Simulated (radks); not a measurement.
The numbers below are computed, except where a source is named.
How relativity changes the ionisation of the europium ion Eu2+ ([Xe] 4f7) to Eu3+ ([Xe] 4f6). Spin-unpolarised spherical Kohn-Sham, PBE, point nucleus unless stated (finite: rms radius 5.1115 fm), a radial shooting solver on a logarithmic mesh with Libxc functionals. A level marked "c x" has the speed of light scaled by that factor and shares open shells by 2j + 1; other Dirac levels either fill j = l - 1/2 first or share by 2j + 1.

level                               E(Eu2+) (hartree)  E(Eu3+) (hartree)  IE (eV)   HOMO  <r> HOMO (bohr)
non-rel.                                  -10425.5411        -10424.5163   27.885     4f           0.9039
scalar-rel.                               -10843.4292        -10842.5325   24.402     4f           0.9559
scalar-rel., finite nucleus               -10842.6636        -10841.7669   24.403     4f           0.9558
Dirac, 2j+1 shares                        -10851.5249        -10850.6307   24.332  4f7/2           0.9639
Dirac, low j first                        -10851.5931        -10850.7161   23.864  4f7/2           0.9680
Dirac, 2j+1 shares, finite nucleus        -10850.7549        -10849.8607   24.334  4f7/2           0.9639
Dirac, c x 0.85                           -11043.6340        -11042.7873   23.039  4f7/2           0.9925
Dirac, c x 1.5                            -10603.4542        -10602.4885   26.277  4f7/2           0.9284
Dirac, c x 100                            -10425.5793        -10424.5546   27.885  4f7/2           0.9039

NIST Atomic Spectra Database: 24.84 eV (semi-empirical). The relativistic part of the total energy of Eu2+ is -425.2 hartree (Dirac, 2j+1 shares, finite nucleus), 4.1 % of the non-relativistic value. Spin polarisation and multiplet splitting of open shells are left out at every level.

Beside tabulated values, note that relativity, absent from the non-relativistic runs, is large for the heavy elements, and spin-unpolarised runs miss the spin-polarisation part of the exchange energy of open shells.
